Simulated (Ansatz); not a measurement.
Species: InI, net charge 0, singlet state. 
Geometry from a B3LYP-D3(BJ)/def2-TZVP (Ansatz, a quantum-chemistry and plane-wave program) optimisation:
```
In
I 1 2.8039
```
Charge 0, spin multiplicity 1.

Property: vertical ionisation energy (to the doublet state of charge +1; each state is the SCF solution reached for its spin), in eV. Valence correlation only, unless marked. Open shells are spin-unrestricted. Spin-orbit coupling is left out. Frozen are the shells of the preceding noble gas and the d and f shells that filled before the atom's block. In def2 rows, elements after Kr have scalar-relativistic effective core potentials. Basis-set limits of correlation are two-point, X^-3; Hartree-Fock from the larger set.

```tsv
level	program	vertical ionisation energy (eV)
SVWN5/def2-TZVPD	Ansatz	9.09
r2SCAN/def2-TZVPD	Ansatz	8.85
B3LYP/def2-TZVPD	Ansatz	8.88
PBE0/def2-TZVPD	Ansatz	8.81
BHLYP/def2-TZVPD	Ansatz	8.75
CAM-B3LYP/def2-TZVPD	Ansatz	8.90
wB97X-V/def2-TZVPD	Ansatz	8.83
```

Predict the CCSD(T)/CBS(def2-TZVPPD,def2-QZVPPD) result (Ansatz).

8.78 eV
